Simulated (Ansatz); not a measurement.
Geometry optimisation, RKS PBE-D4/def2-SVP in Ansatz 0.2.0.

Input file:

```yaml
crystal:
  periodic: [false, false, false]
  atoms:
    - { symbol: C, position_ang: [-1.323, 0.0162, 1.6847] }
    - { symbol: Sn, position_ang: [0.0767, -0.3882, 0.1616] }
    - { symbol: "N", position_ang: [1.8852, -0.6896, 1.0271] }
    - { symbol: "N", position_ang: [-0.4126, -2.0704, -0.8632] }
    - { symbol: Si, position_ang: [0.2337, 1.5362, -1.4571] }
    - { symbol: H, position_ang: [-1.4404, -0.7735, 2.3805] }
    - { symbol: H, position_ang: [-1.0377, 0.9784, 2.2235] }
    - { symbol: H, position_ang: [-2.3206, 0.2449, 1.1896] }
    - { symbol: H, position_ang: [2.6035, -0.8199, 0.3053] }
    - { symbol: H, position_ang: [2.1817, 0.2084, 1.5285] }
    - { symbol: H, position_ang: [-1.4069, -1.8597, -1.3005] }
    - { symbol: H, position_ang: [0.2319, -2.2085, -1.6065] }
    - { symbol: H, position_ang: [0.5869, 2.7798, -0.7238] }
    - { symbol: H, position_ang: [1.2023, 1.2498, -2.4593] }
    - { symbol: H, position_ang: [-1.0823, 1.7455, -2.0611] }
basis:
  gaussian: { orbitals: def2-SVP }
hamiltonian:
  xc: pbe
  dispersion: d4
relax:
  f_tol: 0.015
  max_steps: 40
```

Run as:

```bash
$ ansatz run input.yaml --threads 2 --pin off --max-ram 3072MiB --backend cpu --events-out ev --progress --plain --runs-dir out
```

Task: Where does it end, and by what steps?

Result: It converged. The force dipped under the threshold on the way, but the program's further checks kept it going. After 37 steps the energy has fallen by 0.600 eV; H9 moved furthest, 1.41 Å.

```
step  energy less start (eV)  largest force component (eV/Å)  accepted
   0                  0.0000                           3.466       yes
   2                 -0.5010                           0.750       yes
   4                 -0.5361                           0.113       yes
   6                 -0.5389                           0.026       yes
   8                 -0.5411                           0.413       yes
  10                 -0.5733                           0.154       yes
  12                 -0.5810                           0.023       yes
  14                 -0.5812                           0.030       yes
  16                 -0.5768                           0.547        no
  18                 -0.5856                           0.152       yes
  20                 -0.5883                           0.177       yes
  22                 -0.5932                           0.151       yes
  24                 -0.5952                           0.044       yes
  26                 -0.5976                           0.095       yes
  28                 -0.5989                           0.033       yes
  30                 -0.5992                           0.034       yes
  32                 -0.5996                           0.027       yes
  34                 -0.5998                           0.063       yes
  36                 -0.6002                           0.010       yes
  37                 -0.6003                           0.006       yes
```

```xyz
15
Properties=species:S:1:pos:R:3
C -1.385 -0.028 1.662
Sn 0.088 -0.232 0.091
N 1.932 -0.346 1.037
N -0.322 -2.090 -0.776
Si 0.216 1.827 -1.494
H -1.306 -0.898 2.342
H -1.188 0.901 2.230
H -2.407 0.013 1.239
H 2.019 -1.254 1.517
H 2.705 -0.314 0.358
H -1.308 -2.140 -1.074
H 0.233 -2.231 -1.632
H 0.463 3.096 -0.720
H 1.321 1.665 -2.507
H -1.082 1.979 -2.245
```

Run time: 64 s on 2 threads of Intel(R) Xeon(R) Platinum 8488C (Sapphire Rapids), on a shared host, peak memory 0.21 GiB.
